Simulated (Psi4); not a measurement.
H₁₂Ge₄Sn (SMILES [GeH3][Sn]([GeH3])([GeH3])[GeH3]), singlet, geometry from GFN2-xTB (such geometries of metal compounds can be far from the true shape) (core potentials on Sn); PBE/def2-TZVP (Psi4 1.11).

The Psi4 input:
```
memory 2 GB

molecule mol {
0 1
Ge   -0.227998   -1.413506   -2.155485
Sn    0.000019    0.000007   -0.000017
Ge   -0.220874    2.510433   -0.587396
Ge   -1.864450   -0.662989    1.667516
Ge    2.313290   -0.433950    1.075394
H    -0.422862   -0.584495   -3.388720
H    -1.390085   -2.359296   -2.122602
H     0.972757   -2.266157   -2.433327
H     1.002234    3.307248   -0.247997
H    -1.350013    3.188286    0.127872
H    -0.466331    2.757362   -2.045065
H    -2.821736   -1.674091    1.113134
H    -1.337838   -1.264910    2.934968
H    -2.712364    0.495373    2.097982
H     3.158382   -1.393626    0.293767
H     3.142792    0.806439    1.214627
H     2.225178   -1.012093    2.455261
}

set {
  basis def2-tzvp
  reference rks
}

energy('pbe')
print_variables()
```

**Question.** What does Psi4 print? Leave out banner, timings and long lists.

**Answer.** 
```
   => Loading Basis Set <=

    Name: DEF2-TZVP
    Role: ORBITAL
    Keyword: BASIS

    !!!  WARNING: ECP capability is in beta. Please check occupations closely.  !!!

         ---------------------------------------------------------
                                   SCF
               by Justin Turney, Rob Parrish, Andy Simmonett
                          and Daniel G. A. Smith
                              RKS Reference
         ---------------------------------------------------------

  ==> Geometry <==

    Molecular point group: c1
    Full point group: C1

    Geometry (in Angstrom), charge = 0, multiplicity = 1:

       Center              X                  Y                   Z               Mass
    ------------   -----------------  -----------------  -----------------  -----------------
         GE          -0.227998064432    -1.413505982637    -2.155485010742    73.921177761000
         SN           0.000018935568     0.000007017363    -0.000017010742   119.902201630000
         GE          -0.220874064432     2.510433017363    -0.587396010742    73.921177761000
         GE          -1.864450064432    -0.662988982637     1.667515989258    73.921177761000
         GE           2.313289935568    -0.433949982637     1.075393989258    73.921177761000
         H           -0.422862064432    -0.584494982637    -3.388720010742     1.007825032230
         H           -1.390085064432    -2.359295982637    -2.122602010742     1.007825032230
         H            0.972756935568    -2.266156982637    -2.433327010742     1.007825032230
         H            1.002233935568     3.307248017363    -0.247997010742     1.007825032230
         H           -1.350013064432     3.188286017363     0.127871989258     1.007825032230
         H           -0.466331064432     2.757362017363    -2.045065010742     1.007825032230
         H           -2.821736064432    -1.674090982637     1.113133989258     1.007825032230
         H           -1.337838064432    -1.264909982637     2.934967989258     1.007825032230
         H           -2.712364064432     0.495373017363     2.097981989258     1.007825032230
         H            3.158381935568    -1.393625982637     0.293766989258     1.007825032230
         H            3.142791935568     0.806439017363     1.214626989258     1.007825032230
         H            2.225177935568    -1.012092982637     2.455260989258     1.007825032230

  Running in c1 symmetry.

  Rotational constants: A =      0.01190  B =      0.01190  C =      0.01190 [cm^-1]
  Rotational constants: A =    356.72089  B =    356.71609  C =    356.71603 [MHz]
  Nuclear repulsion = 1655.263530867377767

  Charge       = 0
  Multiplicity = 1
  Electrons    = 162
  Nalpha       = 81
  Nbeta        = 81

  ==> Algorithm <==

  SCF Algorithm Type is DF.
  DIIS enabled.
  MOM disabled.
  Fractional occupation disabled.
  Guess Type is SAD.
  Energy threshold   = 1.00e-06
  Density threshold  = 1.00e-06
  Integral threshold = 1.00e-12

  ==> Primary Basis <==

  Basis Set: DEF2-TZVP
    Blend: DEF2-TZVP
    Number of shells: 128
    Number of basis functions: 314
    Number of Cartesian functions: 351
    Spherical Harmonics?: true
    Max angular momentum: 3

  Core potential: DEF2-TZVP
    Number of shells: 4
    Number of ECP primitives: 18
    Number of ECP core electrons: 28
    Max angular momentum: 3

  ==> DFT Potential <==

   => LibXC <=

    Version 7.1.2
    S. Lehtola, C. Steigemann, M. J. T. Oliveira, and M. A. L. Marques,  SoftwareX 7, 1–5 (2018) (10.1016/j.softx.2017.11.002)

   => Composite Functional: PBE <=

    PBE GGA Exchange-Correlation Functional

    J.P. Perdew et. al., Phys. Rev. Lett., 77(18), 3865-3868, 1996

    Deriv               =              1
    GGA                 =           TRUE
    Meta                =          FALSE

    Exchange Hybrid     =          FALSE
    MP2 Hybrid          =          FALSE

   => Exchange Functionals <=

    1.0000     XC_GGA_X_PBE

   => Correlation Functionals <=

    1.0000     XC_GGA_C_PBE

   => LibXC Density Thresholds  <==

    XC_GGA_C_PBE:  1.00E-12
    XC_GGA_X_PBE:  1.00E-15

   => Molecular Quadrature <=

    Radial Scheme          =       TREUTLER
    Pruning Scheme         =           NONE
    Nuclear Scheme         =       TREUTLER

    Blocking Scheme        =         OCTREE
    BS radius alpha        =              1
    Pruning alpha          =              1
    Radial Points          =             75
    Spherical Points       =            302
    Total Points           =         364719
    Total Blocks           =           2760
    Max Points             =            256
    Max Functions          =            249
    Weights Tolerance      =       1.00E-15

   => Loading Basis Set <=

    Name: (DEF2-TZVP AUX)
    Role: JKFIT
    Keyword: DF_BASIS_SCF

  ==> Integral Setup <==

  SCF_SUBTYPE=INCORE selected. In-core MEM_DF algorithm will be used.
  Using in-core AOs.

Traceback (most recent call last):
  File "psi4", line 375, in <module>
  File "<string>", line 38, in <module>
  File "site-packages/psi4/driver/driver.py", line 533, in energy
  File "site-packages/psi4/driver/procrouting/proc.py", line 2760, in run_scf
  File "site-packages/psi4/driver/procrouting/proc.py", line 2047, in scf_helper
  File "site-packages/psi4/driver/procrouting/scf_proc/scf_iterator.py", line 82, in scf_compute_energy
  File "site-packages/psi4/driver/procrouting/scf_proc/scf_iterator.py", line 200, in scf_initialize
  File "site-packages/psi4/driver/procrouting/scf_proc/scf_iterator.py", line 128, in initialize_jk

RuntimeError:
The most recent 5 function calls were:

psi::PsiException::PsiException(std::__cxx11::basic_string<char, std::char_traits<char>, std::allocator<char> >, char const*, int)
psi::DFHelper::prepare_AO_core()
psi::DFHelper::initialize()

Printing out the relevant lines from the Psithon --> Python processed input file:
    H     2.225178   -1.012093    2.455261
    ""","mol")
    core.IO.set_default_namespace("mol")
    core.set_global_option("BASIS", "def2-tzvp")
    core.set_global_option("REFERENCE", "rks")
--> energy('pbe')
    print_variables()

!----------------------------------------------------------------------------------!
!                                                                                  !
! Fatal Error: DFHelper: not enough memory for (p shell) AO blocking! required     !
! The most recent 5 function calls were:                                           !
! psi::PsiException::PsiException(std::__cxx11::basic_string<char,                 !
!     std::char_traits<char>, std::allocator<char> >, char const*, int)            !
! psi::DFHelper::prepare_AO_core()                                                 !
! psi::DFHelper::initialize()                                                      !
!                                                                                  !
!----------------------------------------------------------------------------------!
```

The program refused the input.
